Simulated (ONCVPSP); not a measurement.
**What the settings do to the ONCV potential of nickel (Ni)**

Base potential:

* Element: Ni (Z = 28)
* Generator: ONCVPSP 4.0.1
* Type: optimised norm-conserving Vanderbilt (ONCV)
* Functional: PBE
* Relativity: scalar-relativistic
* Frozen core: [Ne]
* Valence charge: 18
* Reference configuration: 3s2 3p6 3d8 4s2
* Partial waves: 3s+4s: rc 1.15 bohr, ncon 3, nbas 7, qcut 9.7 1/bohr, 2 projectors; 3p: rc 0.95 bohr, ncon 4, nbas 8, qcut 17.4 1/bohr, 1 projector; 3d: rc 1.45 bohr, ncon 5, nbas 10, qcut 11.6 1/bohr, 1 projector
* Local potential: polynomial inside 0.80 bohr (lpopt 5, dvloc0 -1 Ha)
* Core correction: Teter function, fcfact 1.5, rcfact 1.3

All-electron outer shells of the reference configuration (PBE, scalar-relativistic, ld1.x):

```csv
shell,level (eV),outermost node (bohr),outermost maximum (bohr)
2p,-844.68,–,0.16
3s,-111.06,0.30,0.64
3p,-71.39,0.27,0.65
3d,-8.87,–,0.63
4s,-5.64,0.92,2.24
```

Cutoffs, loose and tight: the cutoffs (Ha) at which the residual kinetic energy of the hardest occupied pseudo-wave falls to 1 and 0.1 mHa per electron. They do not see the model core or the augmentation charge, which bear on the density cutoff. Test errors are all-electron minus pseudo excitation energies from the reference, over the configurations 3s2 3p6 3d8 4s1; 3s2 3p6 3d8 4s0; 3s2 3p6 3d7 4s0; 3s2 3p6 3d7 4s2 4p1. A dash means not determined; rows that change the core or the reference have their own tests.

| change | outcome | cutoff, loose | cutoff, tight | bound ghosts | GHOST(+) flags above zero | largest test error (meV) |
| --- | --- | --- | --- | --- | --- | --- |
| base | generated | 71 Ha | 93 Ha | none | none | +36 |
| local potential polynomial inside 0.80 bohr (lpopt 5, dvloc0 1 Ha) | generated | 71 Ha | 93 Ha | none | none | +31 |
| core correction Teter function, fcfact 5.8, rcfact 1.3 | generated | 71 Ha | 93 Ha | none | none | +37 |
| p: qcut 16.6 | generated | 68 Ha | 89 Ha | none | none | +37 |
| s: rc 1.28 | generated | 71 Ha | 93 Ha | none | none | +37 |
| core [Ar], valence charge 10; reference 3d8 4s2; waves now 4s: rc 2.10 bohr, ncon 4, nbas 7, qcut 3.1 1/bohr, 2 projectors, debl 1 Ha; p scattering state at 0.14 Ha: rc 1.80 bohr, ncon 3, nbas 7, qcut 3.8 1/bohr, 2 projectors, debl 2.4 Ha; 3d: rc 1.65 bohr, ncon 5, nbas 9, qcut 8.4 1/bohr, 2 projectors, debl 1.8 Ha; local potential polynomial inside 1.60 bohr (lpopt 5, dvloc0 3 Ha) | generated | 36 Ha | 100 Ha | none | s | +178 |
| p: qcut 17 | generated | 69 Ha | 91 Ha | none | none | +37 |
| functional PBEsol | generated | 71 Ha | 93 Ha | none | none | +37 |
| core correction Teter function fitted to the true core (icmod 2), fcfact 0.65 | generated | 71 Ha | 93 Ha | none | none | +36 |
| local potential polynomial inside 0.65 bohr (lpopt 5, dvloc0 -1 Ha) | generated | 71 Ha | 93 Ha | none | s | +41 |

Task: What comes out with this change to the base: reference 3s2 3p6 3d8 4s1.75?

Result: outcome: generated; cutoff, loose: 71 Ha; cutoff, tight: 93 Ha; bound ghosts: none; GHOST(+) flags above zero: none; largest test error (meV): +11.
